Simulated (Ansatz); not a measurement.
Conformers of C2H4FIn (SMILES C=[CH][InH][F]), B3LYP-D3(BJ)/def2-TZVP minima from an xTB search, which can miss the lowest.
Conformer 1 (charge 0, multiplicity 1):
```xyz
8

C     -1.288     0.555     0.021
C     -0.620    -0.585     0.183
In     1.460    -0.510     0.611
F      1.896     1.428     0.658
H     -0.802     1.521     0.100
H     -2.352     0.568    -0.198
H     -1.145    -1.531     0.095
H      2.851    -1.446     0.919
```
Conformer 2 (charge 0, multiplicity 1, Z-matrix in Å and degrees):
```
C
C 1 1.3312
H 2 1.0850 1 122.90
H 1 1.0857 2 119.19 3 -179.99
H 2 1.0870 3 115.30 1 180.00
In 1 2.1274 4 117.03 2 179.99
F 6 1.9824 1 108.74 4 0.00
H 6 1.7074 7 111.14 1 -179.99
```

Cores are frozen in the correlated methods. Filled d and f shells under p-block atoms count as core. MP2 and its Hartree–Fock in def2-QZVPP are density fitted.

Run with Ansatz (Gaussian basis) for Hartree–Fock, density functionals and correlated methods. Each number belongs to the level named beside it. In def2 rows elements past Kr take small-core potentials, without spin–orbit coupling.

The energy of conformer 2 above conformer 1 is E(conformer 2) − E(conformer 1). Total energies (hartree):

```json
[
 {"level": "HF/def2-TZVPP", "conformer 2": "-366.7763215", "conformer 1": "-366.7765818"},
 {"level": "MP2/def2-TZVPP", "conformer 2": "-367.4265665", "conformer 1": "-367.4270640"},
 {"level": "HF/def2-QZVPP", "conformer 2": "-366.7862692", "conformer 1": "-366.7864833"},
 {"level": "MP2/def2-QZVPP", "conformer 2": "-367.4870669", "conformer 1": "-367.4876230"},
 {"level": "MP2/def2-SVP", "conformer 2": "-367.0619082", "conformer 1": "-367.0630850"},
 {"level": "CCSD(T)/def2-SVP", "conformer 2": "-367.1098215", "conformer 1": "-367.1110119"}
]
```

Problem. Work out the energy of conformer 2 above conformer 1 at the basis-set limit: extrapolate the MP2 correlation part as X⁻³, take Hartree–Fock from the larger set, and add the CCSD(T) − MP2 difference of def2-SVP.

Solution. 
1. Differences (1 hartree = 627.509 kcal/mol): HF/def2-TZVPP 0.163; MP2/def2-TZVPP 0.312; HF/def2-QZVPP 0.134; MP2/def2-QZVPP 0.349; MP2/def2-SVP 0.738; CCSD(T)/def2-SVP 0.747.
2. Correlation parts, MP2 less HF: 0.149 in def2-TZVPP (X = 3), 0.215 in def2-QZVPP (X = 4).
3. Limit (4³·(0.215) − 3³·(0.149))/(4³ − 3³) = 0.263; with HF/def2-QZVPP it gives 0.397.
4. CCSD(T) less MP2 in def2-SVP: 0.009.
Result: 0.41 kcal/mol, against 0.31 at MP2/def2-TZVPP. It is an estimate of this method's limit, not of the exact value.

Ansatz is a quantum-chemistry and plane-wave program.
